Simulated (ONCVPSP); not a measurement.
# Transferability test, ONCV potential for Tc (Z = 43)

- Element: Tc
- Generator: ONCVPSP 4.0.1
- Type: optimised norm-conserving Vanderbilt (ONCV)
- Functional: PBE
- Relativity: fully relativistic
- Frozen core: [Ar] 3d10
- Valence charge: 15
- Reference configuration: 4s2 4p6 4d5 5s2
- Partial waves: 4s+5s: rc 1.56 bohr, ncon 3, nbas 7, qcut 7.2 1/bohr, 3 projectors, debl 1.8 Ha; 4p: rc 1.72 bohr, ncon 5, nbas 8, qcut 10.3 1/bohr, 2 projectors, debl 2.9 Ha; 4d: rc 2.70 bohr, ncon 5, nbas 10, qcut 7.7 1/bohr, 2 projectors, debl 3 Ha
- Local potential: polynomial inside 1.04 bohr (lpopt 4, dvloc0 4 Ha)
- Core correction: Teter function fitted to the true core (icmod 2), fcfact 0.2

Open shells are filled in proportion to 2j + 1.

Energies are relative to the spin-unpolarised reference configuration 4s2 4p6 4d5 5s2; without spin polarisation the order of configurations can differ from experiment.

```json
{"valence configuration": "4s2 4p6 4d5 5s0", "charge": "+2", "ΔE all-electron (eV)": "23.006", "error AE − PS (meV)": "-3.9"}
{"valence configuration": "4s2 4p6 4d4 5s0", "charge": "+3", "ΔE all-electron (eV)": "51.708", "error AE − PS (meV)": "+3.2"}
{"valence configuration": "4s2 4p5 4d5 5s2", "charge": "+1", "ΔE all-electron (eV)": "51.553", "error AE − PS (meV)": "-56"}
```

(1) What are ΔE and the potential's error for 4s2 4p6 4d5 5s1?

Answers

(1) ΔE = 8.154 eV all-electron; the error (AE − PS) is -0.1 meV.
